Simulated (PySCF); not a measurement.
CH₄BeO, SMILES [OH][Be][CH3].

The structure is a stationary point at B3LYP-D3(BJ)/def2-TZVP. The values are those of a single conformer.

Calculation: B3LYP-D3(BJ)/def2-TZVP (PySCF).

Frequencies are harmonic and unscaled.

Question: Estimate the vibrational spectrum. (An estimate is asked for; the answer gives what the named calculation found.)

Answer: 
```csv
mode,ν (cm⁻¹),IR (km/mol),Raman (Å⁴/amu),depolarisation,moving atoms (share of kinetic energy)
1,19,125.8,0.3,0.75,"H 90 %, O 9 %"
2,233,19.9,0.2,0.73,"Be 52 %, H 41 %"
3,248,14.7,0.1,0.75,"Be 60 %, H 29 %, O 10 %"
4,443,177.4,2.4,0.45,"H 77 %, O 16 %"
5,613,0.6,11.7,0.10,"C 45 %, O 34 %, H 18 %"
6,715,71.0,0.5,0.74,"H 64 %, C 18 %, Be 18 %"
7,717,99.9,0.5,0.71,"H 61 %, Be 20 %, C 18 %"
8,1238,4.2,3.4,0.00,"H 81 %, C 16 %"
9,1390,268.6,1.5,0.09,"Be 74 %, O 17 %"
10,1453,0.6,3.7,0.75,H 95 %
11,1455,0.6,3.4,0.75,H 95 %
12,3014,4.2,145.6,0.01,H 97 %
13,3074,15.3,86.9,0.75,"H 91 %, C 9 %"
14,3078,16.1,83.9,0.75,"H 91 %, C 9 %"
15,3980,126.9,86.8,0.23,H 94 %
```
